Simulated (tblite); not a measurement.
Q: Write Cartesian coordinates for `[H]/N=C\[C@@H]1C[SiH2][C@H]1C` as optimised with GFN2-xTB.

A: 
```xyz
18
C5H11NSi angstrom
C     -0.8532    1.7721    0.1866
C     -0.6303    0.5132   -0.6330
Si    -1.7375   -1.0358   -0.3830
C      0.0411   -1.7310   -0.3194
C      0.6313   -0.3043   -0.2321
C      1.7820   -0.0500   -1.1426
N      2.8766    0.5096   -0.8882
H     -0.9429    1.5342    1.2449
H     -0.0229    2.4675    0.0623
H     -1.7666    2.2732   -0.1273
H     -0.5581    0.7956   -1.6874
H     -2.5952   -1.4413   -1.4942
H     -2.4527   -1.0620    0.8921
H      0.3315   -2.3722    0.5092
H      0.3509   -2.2285   -1.2375
H      0.9132   -0.0668    0.7980
H      1.6375   -0.3703   -2.1732
H      2.9865    0.8030    0.0835
```

Any rigid rotation of these coordinates is as good. Atoms count from 1 in this order. The 4-membered ring C2–Si3–C4–C5 has internal angles of 76.2° to 99.2° (sum 357°, against 360° for a flat polygon); it is puckered, 0.09 Å rms from its mean plane, widest ring torsion 14°. Si3 (SiH2 silicon) has angles from 76.2° to 118.1°. N7 (imine nitrogen) is bent (angle 114.5°). The 4 C–C bonds span 1.489 Å (C5–C6, drawn single) to 1.556 Å (C2–C5, drawn single), a spread of 0.067 Å.

Bonds between heavy atoms (Å): C1–C2 1.519, C2–Si3 1.920, Si3–C4 1.911, C4–C5 1.546, C5–C6 1.489, C6=N7 1.255, C2–C5 1.556.

Structure optimised with GFN2-xTB, isolated species.

Point group: C1 (no symmetry element, even within 0.4 Å). Its GFN2-xTB frequencies are all real (lowest 48 cm⁻¹). The numbers are those of one conformer (C4–C5–C6–N7 -134°, C1–C2–Si3–C4 -131°, C2–Si3–C4–C5 11°, Si3–C4–C5–C6 -134°, C1–C2–C5–C4 139°).

The numbers are calculated, not measured.
